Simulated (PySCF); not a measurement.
B3LYP has the VWN-RPA correlation part, as in Gaussian. 

## [Y(CH3)(Br)2] (charge 0, multiplicity 1)

The numbers are results of B3LYP-D3(BJ)/def2-TZVP // PBE-D3(BJ)/def2-SVP run with PySCF, not measurements.

| Property | Result |
|---|---|
| HOMO | -7.18 eV |
| dipole moment | 3.16 D |
| HOMO–LUMO gap | 4.26 eV |
| LUMO | -2.92 eV |
| charge on the central atom (Mulliken) | 1.29 e |
| total energy | -5226.8167 Ha |
| cost | about 2.9 core-minutes (a rough figure) |

Bond lengths (Å): Y1–C2 2.304, Y1–Br6 2.612, Y1–Br7 2.612, C2–H3 1.116, C2–H4 1.114, C2–H5 1.114. Bond angles (°): C2–Y1–Br6 112.0, C2–Y1–Br7 111.8, Br6–Y1–Br7 125.7, Y1–C2–H3 109.6, Y1–C2–H4 113.5, Y1–C2–H5 113.3, H3–C2–H4 106.2, H3–C2–H5 106.0, H4–C2–H5 107.7.
Charge 0, spin multiplicity 1.
